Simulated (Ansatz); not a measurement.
Born–Oppenheimer molecular dynamics of AlH7O2Si2 (12 atoms, charge 0, multiplicity 1). It starts from a relaxed structure.

Theory: RHF/6-31G* (Ansatz).

```yaml
ensemble: NVE (velocity Verlet)
time_step: 0.5 fs
steps_asked: 250
starting_velocities_drawn_for: 300 K
masses: H 2.014 u
seed: 231324
```

First frame:

```xyz
12
Properties=species:S:1:pos:R:3
Al -0.397 -0.209 0.199
O -0.642 -0.118 1.861
Si -1.004 -0.087 3.444
H -2.249 -0.835 3.711
H 0.084 -0.699 4.231
H -1.190 1.305 3.900
H 0.940 0.315 -0.426
O -1.590 -0.865 -0.788
Si -2.791 -1.528 -1.658
H -2.969 -2.948 -1.292
H -4.061 -0.818 -1.411
H -2.487 -1.454 -3.100
```

(1) How far do the bonds stretch over the last three quarters of this one trajectory? (Pairs bonded in most of those frames.)

Results:

(1) 
```tsv
bond	mean (Å)	spread (Å)	shortest	longest
Al1–O2	1.680	0.020	1.65	1.72
Al1–H7	1.570	0.020	1.54	1.60
Al1–O8	1.685	0.012	1.66	1.70
O2–Si3	1.626	0.021	1.58	1.67
Si3–H4	1.478	0.008	1.47	1.49
Si3–H5	1.475	0.006	1.46	1.49
Si3–H6	1.478	0.006	1.47	1.49
O8–Si9	1.626	0.013	1.60	1.65
Si9–H10	1.480	0.041	1.42	1.54
Si9–H11	1.478	0.024	1.44	1.51
Si9–H12	1.479	0.012	1.46	1.50
```

Mean temperature of the second half: 170 K. The conserved energy stayed within 0.046 meV per atom of its start (net change 0.024 meV per atom), so the integration is sound. Over the second half the temperature averaged 0.57 of the 300 K drawn at the start: a run that starts near a minimum puts about half its kinetic energy into the potential. A run of 0.12 ps of so small a system gives no equilibrium averages.

Time of the run: 5.8 min on 2 threads of Arm Neoverse V1 (shared host), peak memory 0.2 GiB.
